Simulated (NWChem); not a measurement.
Molecule: C3H8O2; SMILES O(COC)C

```xyz
13

C      0.6580    -1.8997     0.1460
O     -0.5408    -1.2901    -0.3132
C     -0.7207     0.0038     0.1444
O      0.2604     0.8552    -0.4100
C      0.1823     2.1716     0.0915
H      0.7087    -1.8934     1.2464
H      1.5446    -1.3953    -0.2536
H      0.6361    -2.9342    -0.2046
H     -1.7278     0.3105    -0.1768
H     -0.6620     0.0509     1.2520
H      0.9790     2.7463    -0.3870
H     -0.7855     2.6443    -0.1432
H      0.3253     2.2046     1.1844
```
Atoms are numbered in this order, from 1.

Program: NWChem. Pople sets run with spherical d functions. Structure relaxed at the B3LYP/6-31G* (spherical d) level. Level: PBE0/6-31G* with SMD (1 M gas to 1 M solution), gas-phase geometry.

```json
[
 {"solvent": "water", "dielectric constant": "78.4", "solvation free energy (kcal/mol)": "-3.0", "cavity-dispersion-structure term (kcal/mol)": "4.2", "dipole in solution (D)": "2.55"},
 {"solvent": "1,4-dioxane", "dielectric constant": "2.21", "solvation free energy (kcal/mol)": "___", "cavity-dispersion-structure term (kcal/mol)": "0.4", "dipole in solution (D)": "___"},
 {"solvent": "dimethyl sulfoxide", "dielectric constant": "46.8", "solvation free energy (kcal/mol)": "-2.5", "cavity-dispersion-structure term (kcal/mol)": "1.1", "dipole in solution (D)": "2.24"},
 {"solvent": "chlorobenzene", "dielectric constant": "5.70", "solvation free energy (kcal/mol)": "-3.0", "cavity-dispersion-structure term (kcal/mol)": "-0.1", "dipole in solution (D)": "2.16"},
 {"solvent": "N,N-dimethylformamide", "dielectric constant": "37.2", "solvation free energy (kcal/mol)": "-3.1", "cavity-dispersion-structure term (kcal/mol)": "0.5", "dipole in solution (D)": "2.24"}
]
```

Complete the blanks.


- 1,4-dioxane, solvation free energy (kcal/mol): -1.5
- 1,4-dioxane, dipole in solution (D): 2.04
